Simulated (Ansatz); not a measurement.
Ansatz results at the PBE0-D4/def2-TZVP geometry: HOMO–LUMO gap (ωB97M-V/def2-TZVPP) 11.22 eV; HOMO–LUMO gap (PBE0/def2-TZVPP) 6.60 eV; size of the dipole moment (B3LYP/def2-TZVPP) 2.85 D.

Each molecule was computed in one conformer, which needn't be the lowest.

(1) Which molecule gave them?
A. `CBBF`
B. `O=CC[SiH2]O`
C. `B[CH2][GaH][CH3]`
D. `CO[Si]OC`

## Answers

(1) B. The others give `CBBF`: 10.54, 6.31, 1.34; `B[CH2][GaH][CH3]`: 10.06, 6.15, 1.50; `CO[Si]OC`: 10.16, 6.06, 3.02.

B3LYP here is the variant with VWN-RPA as its local correlation; programs differ in this.
